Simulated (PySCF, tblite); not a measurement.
Isomers of C4H10PSi (doublet state), one GFN2-xTB conformer each. Single-point energies are computed at B3LYP/pcH-1 (PySCF, gas phase, no added dispersion term), electronic only. GFN2-xTB treats the open shell by occupation alone, and not every SCF solution was tested for stability.

```csv
SMILES,GFN2-xTB relative energy (kcal/mol)
CC/[C]=C/[SiH2]P,6.1
C[C]1C[C@H]1[SiH2]P,0.0
```

Conformers: `[CH3:1][CH2:2]/[C:3]=[CH:4]/[SiH2:5][PH2:6]` (doublet state) with C1–C2–C3–C4 -110°, C3–C4–Si5–P6 -1°, C4–Si5–P6–H 88° and -179°; `[CH3:1][C:2]1[CH2:3][C@H:4]1[SiH2:5][PH2:6]` (doublet state) with C3–C4–Si5–P6 60°, C4–Si5–P6–H -87° and -179°.

Q: What does B3LYP/pcH-1 give for the same structures?

A: 
```csv
SMILES,B3LYP/pcH-1 E (Eh),B3LYP/pcH-1 (kcal/mol),GFN2-xTB (kcal/mol),point group
CC/[C]=C/[SiH2]P,-789.21766,0.0,6.1,C1
C[C]1C[C@H]1[SiH2]P,-789.20545,7.7,0.0,C1
```

GFN2-xTB puts C[C]1C[C@H]1[SiH2]P lowest instead. As drawn, the higher has a three-membered ring, which the lower lacks.

Q: What happens when harmonic zero-point energies from GFN2-xTB frequencies are added?

A: 
```csv
SMILES,ZPE (kcal/mol),electronic (kcal/mol),with ZPE (kcal/mol)
CC/[C]=C/[SiH2]P,74.0,0.0,0.0
C[C]1C[C@H]1[SiH2]P,74.7,7.7,8.4
```

The zero-point energies span 0.7 kcal/mol. The order is unchanged.
